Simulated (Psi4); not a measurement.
Input file for Psi4: SAPT0/jun-cc-pV(D+d)Z on C2H4OS (a complex).

```
memory 2025 MB

molecule dimer {
0 1
C     0.05611706    0.10762318    0.88784107
O    -0.74108450    0.26186650    0.10879923
--
0 1
C     0.19760733   -0.67600537    4.37613014
S    -1.24684294    0.38724302    4.05561676
H     0.73418834   -0.35278569    5.26541510
H    -0.19557142   -1.67667474    4.54750115
H     0.86167809   -0.69867504    3.51495613
H    -0.57177882    1.53459695    3.87950661
units angstrom
symmetry c1
no_reorient
no_com
}

set {
  basis jun-cc-pV(D+d)Z
  scf_type df
  freeze_core true
}

energy('sapt0')
```

Program output:

```
[...]
==> Input File <==

--------------------------------------------------------------------------
memory 2025 MB

molecule dimer {
0 1
C     0.05611706    0.10762318    0.88784107
O    -0.74108450    0.26186650    0.10879923
--
0 1
C     0.19760733   -0.67600537    4.37613014
S    -1.24684294    0.38724302    4.05561676
H     0.73418834   -0.35278569    5.26541510
H    -0.19557142   -1.67667474    4.54750115
H     0.86167809   -0.69867504    3.51495613
H    -0.57177882    1.53459695    3.87950661
units angstrom
symmetry c1
no_reorient
no_com
}

set {
  basis jun-cc-pV(D+d)Z
  scf_type df
  freeze_core true
}

energy('sapt0')
--------------------------------------------------------------------------


   => Loading Basis Set <=

    Name: JUN-CC-PV(D+D)Z
    Role: ORBITAL
    Keyword: BASIS
    atoms 1, 3 entry C          line   188 file jun-cc-pv_dpd_z.gbs
    atoms 2    entry O          line   256 file jun-cc-pv_dpd_z.gbs
    atoms 4    entry S          line   698 file jun-cc-pv_dpd_z.gbs
    atoms 5-8  entry H          line    60 file jun-cc-pv_dpd_z.gbs

   => Loading Basis Set <=

    Name: JUN-CC-PV(D+D)Z
    Role: ORBITAL
    Keyword: BASIS
    atoms 1, 3 entry C          line   188 file jun-cc-pv_dpd_z.gbs
    atoms 2    entry O          line   256 file jun-cc-pv_dpd_z.gbs
    atoms 4    entry S          line   698 file jun-cc-pv_dpd_z.gbs
    atoms 5-8  entry H          line    60 file jun-cc-pv_dpd_z.gbs


  //>>>>>>>>>>>>>>>>>>>>>>>>>>>>>>>>>>>//
  //              Dimer HF             //
  //<<<<<<<<<<<<<<<<<<<<<<<<<<<<<<<<<<<//

   => Libint2 <=

    Primary   basis highest AM E, G, H:  7, 6, 3
    Auxiliary basis highest AM E, G, H:  7, 7, 4
    Onebody   basis highest AM E, G, H:  -, -, -
    Solid Harmonics ordering:            Gaussian


   => Loading Basis Set <=

    Name: JUN-CC-PV(D+D)Z
    Role: ORBITAL
    Keyword: BASIS
    atoms 1, 3 entry C          line   188 file jun-cc-pv_dpd_z.gbs
    atoms 2    entry O          line   256 file jun-cc-pv_dpd_z.gbs
    atoms 4    entry S          line   698 file jun-cc-pv_dpd_z.gbs
    atoms 5-8  entry H          line    60 file jun-cc-pv_dpd_z.gbs


         ---------------------------------------------------------
                                   SCF
               by Justin Turney, Rob Parrish, Andy Simmonett
                          and Daniel G. A. Smith
                              RHF Reference
                        1 Threads,   1931 MiB Core
         ---------------------------------------------------------

  ==> Geometry <==

    Molecular point group: c1
    Full point group: C1

    Geometry (in Angstrom), charge = 0, multiplicity = 1:

       Center              X                  Y                   Z               Mass
    ------------   -----------------  -----------------  -----------------  -----------------
         C            0.056117060000     0.107623180000     0.887841070000    12.000000000000
         O           -0.741084500000     0.261866500000     0.108799230000    15.994914619570
         C            0.197607330000    -0.676005370000     4.376130140000    12.000000000000
         S           -1.246842940000     0.387243020000     4.055616760000    31.972071174400
         H            0.734188340000    -0.352785690000     5.265415100000     1.007825032230
         H           -0.195571420000    -1.676674740000     4.547501150000     1.007825032230
         H            0.861678090000    -0.698675040000     3.514956130000     1.007825032230
         H           -0.571778820000     1.534596950000     3.879506610000     1.007825032230

  Running in c1 symmetry.

  Rotational constants: A =      0.33316  B =      0.01930  C =      0.01842 [cm^-1]
  Rotational constants: A =   9987.86410  B =    578.58317  C =    552.09743 [MHz]
  Nuclear repulsion =  128.972365601926583

  Charge       = 0
  Multiplicity = 1
  Electrons    = 40
  Nalpha       = 20
  Nbeta        = 20

  ==> Algorithm <==

  SCF Algorithm Type is DF.
  DIIS enabled.
  MOM disabled.
  Fractional occupation disabled.
  Guess Type is SAD.
  Energy threshold   = 1.00e-08
  Density threshold  = 1.00e-08
  Integral threshold = 1.00e-12

  ==> Primary Basis <==

  Basis Set: JUN-CC-PV(D+D)Z
    Blend: JUN-CC-PV(D+D)Z
    Number of shells: 47
    Number of basis functions: 101
    Number of Cartesian functions: 106
    Spherical Harmonics?: true
    Max angular momentum: 2

   => Loading Basis Set <=

    Name: (JUN-CC-PV(D+D)Z AUX)
    Role: JKFIT
    Keyword: DF_BASIS_SCF
    atoms 1, 3 entry C          line   146 file jun-cc-pvdz-jkfit.gbs
    atoms 2    entry O          line   258 file jun-cc-pvdz-jkfit.gbs
    atoms 4    entry S          line   666 file jun-cc-pvdz-jkfit.gbs
    atoms 5-8  entry H          line    70 file jun-cc-pvdz-jkfit.gbs

  ==> Integral Setup <==

  DFHelper Memory: AOs need 0.037 GiB; user supplied 1.414 GiB.
  SCF_SUBTYPE=INCORE selected. In-core MEM_DF algorithm will be used.
  Using in-core AOs.

  ==> MemDFJK: Density-Fi
[...]
  One-Electron Energy =                -714.8801876075094697
    Two-Electron Energy =                 220.8990215294294899
    Total Energy =                       -437.7323977910746748

Computation Completed


Properties will be evaluated at   0.000000,   0.000000,   0.000000 [a0]

Properties computed using the SCF density matrix


 Multipole Moments:

 ------------------------------------------------------------------------------------
     Multipole            Electronic (a.u.)      Nuclear  (a.u.)        Total (a.u.)
 ------------------------------------------------------------------------------------

 L = 1.  Multiply by 2.5417464519 to convert [e a0] to [Debye]
 Dipole X            :         34.5808099          -33.8928558            0.6879542
 Dipole Y            :         -1.8682052            1.7882811           -0.0799242
 Dipole Z            :       -204.6904163          204.7594375            0.0690212
 Magnitude           :                                                    0.6960120

 ------------------------------------------------------------------------------------

  Constructing Basis Sets for SAPT...

   => Loading Basis Set <=

    Name: (JUN-CC-PV(D+D)Z AUX)
    Role: RIFIT
    Keyword: DF_BASIS_SAPT
    atoms 1, 3 entry C          line   100 file jun-cc-pvdz-ri.gbs
    atoms 2    entry O          line   188 file jun-cc-pvdz-ri.gbs
    atoms 4    entry S          line   488 file jun-cc-pvdz-ri.gbs
    atoms 5-8  entry H          line    30 file jun-cc-pvdz-ri.gbs

   => Loading Basis Set <=

    Name: (JUN-CC-PV(D+D)Z AUX)
    Role: JKFIT
    Keyword: DF_BASIS_ELST
    atoms 1, 3 entry C          line   146 file jun-cc-pvdz-jkfit.gbs
    atoms 2    entry O          line   258 file jun-cc-pvdz-jkfit.gbs
    atoms 4    entry S          line   666 file jun-cc-pvdz-jkfit.gbs
    atoms 5-8  entry H          line    70 file jun-cc-pvdz-jkfit.gbs


  //>>>>>>>>>>>>>>>>>>>>>>>>>>>>>>>>>>>//
  //               SAPT0               //
  //<<<<<<<<<<<<<<<<<<<<<<<<<<<<<<<<<<<//



        SAPT0
    Ed Hohenstein
     6 June 2009

      Orbital Information
  --------------------------
    NSO        =       101
    NMO        =       101
    NRI        =       336
    NRI (Elst) =       450
    NOCC A     =         7
    NOCC B     =        13
    FOCC A     =         2
    FOCC B     =         6
    NVIR A     =        94
    NVIR B     =        88

    Elst10,r            =    -0.003241944868 [Eh]
    Exch10              =     0.005373599002 [Eh]
    Exch10 (S^2)        =     0.005346326454 [Eh]

    Maxiter = 50
    CPHF R converge = 1.000000E-08

    Iter     Energy [mEh]          dE [mEh]         Residual      Time [s]
       1      -0.57605008       0.576050078     3.369232e-03             0
       2      -0.69263915       0.116589070     1.166823e-03             0
       3      -0.69888333       0.006244180     3.120481e-04             0
       4      -0.69710887      -0.001774453     1.190447e-04             0
       5      -0.69643091      -0.000677967     4.449886e-05             0
       6      -0.69688387       0.000452965     1.056692e-05             0
       7      -0.69682179      -0.000062084     2.513461e-06             0
       8      -0.69681567      -0.000006122     8.829706e-07             0
       9      -0.69682056       0.000004891     1.931746e-07             0
      10      -0.69681955      -0.000001006     3.851831e-08             0
      11      -0.69681969       0.000000139     7.921269e-09             0

    CHF Iterations converged

    Maxiter = 50
    CPHF R converge = 1.000000E-08

    Iter     Energy [mEh]          dE [mEh]         Residual      Time [s]
       1      -1.22812743       1.228127434     4.909979e-03             0
       2      -1.58259064       0.354463203     1.126815e-03             0
       3      -1.57650570      -0.006084936     4.279972e-04             0
       4      -1.57255613      -0.003949572     8.525433e-05             0
       5      -1.57315832       0.000602191     3.447109e-05             0
       6      -1.57339845       0.000240127     9.029651e-06             0
       7      -1.57331007      -0.000088380     2.945071e-06             0
       8      -1.57331733       0.000007263     9.879836e-07             0
       9      -1.57332172       0.000004390     2.074613e-07             0
      10      -1.57332074      -0.000000975     4.970966e-08             0
      11      -1.57332083       0.000000082     1.100963e-08             0
      12      -1.57332084       0.000000015     2.454261e-09             0

    CHF Iterations converged

    Ind20,r (A<-B)      =    -0.000696819691 [Eh]
    Ind20,r (B<-A)      =    -0.001573320840 [Eh]
    Ind20,r             =    -0.002270140531 [Eh]
    Exch-Ind20,r (A<-B) =     0.000559965608 [Eh]
    Exch-Ind20,r (B<-A) =     0.001444223957 [Eh]
    Exch-Ind20,r        =     0.002004189565 [Eh]
    Disp20              =    -0.002685337693 [Eh]
    Disp20 (SS)         =    -0.001342668847 [Eh]
    Disp20 (OS)         =    -0.001342668847 [Eh]
    Exch-Disp20         =     0.000352668207 [Eh]
    Exch-Disp20 (SS)    =     0.000184834704 [Eh]
    Exch-Disp20 (OS)    =     0.000167833503 [Eh]

    SAPT Results
  --------------------------------------------------------------------------------------------------------
    Electrostatics                 -3.24194487 [mEh]      -2.03435112 [kcal/mol]      -8.51172508 [kJ/mol]
      Elst10,r                     -3.24194487 [mEh]      -2.03435112 [kcal/mol]      -8.51172508 [kJ/mol]

    Exchange                        5.37359900 [mEh]       3.37198428 [kcal/mol]      14.10838224 [kJ/mol]
      Exch10                        5.37359900 [mEh]       3.37198428 [kcal/mol]      14.10838224 [kJ/mol]
      Exch10(S^2)                   5.34632645 [mEh]       3.35487050 [kcal/mol]      14.03677817 [kJ/mol]

    Induction                      -0.85522361 [mEh]      -0.53666092 [kcal/mol]      -2.24538927 [kJ/mol]
      Ind20,r                      -2.27014053 [mEh]      -1.42453469 [kcal/mol]      -5.96025314 [kJ/mol]
      Exch-Ind20,r                  2.00418956 [mEh]       1.25764794 [kcal/mol]       5.26199898 [kJ/mol]
      delta HF,r (2)               -0.58927264 [mEh]      -0.36977417 [kcal/mol]      -1.54713511 [kJ/mol]

    Dispersion                     -2.33266949 [mEh]      -1.46377220 [kcal/mol]      -6.12442289 [kJ/mol]
      Disp20                       -2.68533769 [mEh]      -1.68507484 [kcal/mol]      -7.05035314 [kJ/mol]
      Exch-Disp20                   0.35266821 [mEh]       0.22130264 [kcal/mol]       0.92593025 [kJ/mol]
      Disp20 (SS)                  -1.34266885 [mEh]      -0.84253742 [kcal/mol]      -3.52517657 [kJ/mol]
      Disp20 (OS)                  -1.34266885 [mEh]      -0.84253742 [kcal/mol]      -3.52517657 [kJ/mol]
      Exch-Disp20 (SS)              0.18483470 [mEh]       0.11598553 [kcal/mol]       0.48528345 [kJ/mol]
      Exch-Disp20 (OS)              0.16783350 [mEh]       0.10531711 [kcal/mol]       0.44064680 [kJ/mol]

  Total HF                          1.27643053 [mEh]       0.80097225 [kcal/mol]       3.35126789 [kJ/mol]
  Total SAPT0                      -1.05623896 [mEh]      -0.66279995 [kcal/mol]      -2.77315501 [kJ/mol]

  Special recipe for scaled SAPT0 (see Manual):
    Electrostatics sSAPT0          -3.24194487 [mEh]      -2.03435112 [kcal/mol]      -8.51172508 [kJ/mol]
    Exchange sSAPT0                 5.37359900 [mEh]       3.37198428 [kcal/mol]      14.10838224 [kJ/mol]
    Induction sSAPT0               -0.82439572 [mEh]      -0.51731612 [kcal/mol]      -2.16445066 [kJ/mol]
    Dispersion sSAPT0              -2.32724484 [mEh]      -1.46036819 [kcal/mol]      -6.11018049 [kJ/mol]
  Total sSAPT0                     -1.01998642 [mEh]      -0.64005114 [kcal/mol]      -2.67797399 [kJ/mol]
  --------------------------------------------------------------------------------------------------------



*** Psi4 exiting successfully. Buy a developer a beer!
```

The run finished.

Cost: about 4 core-seconds (a rough figure).
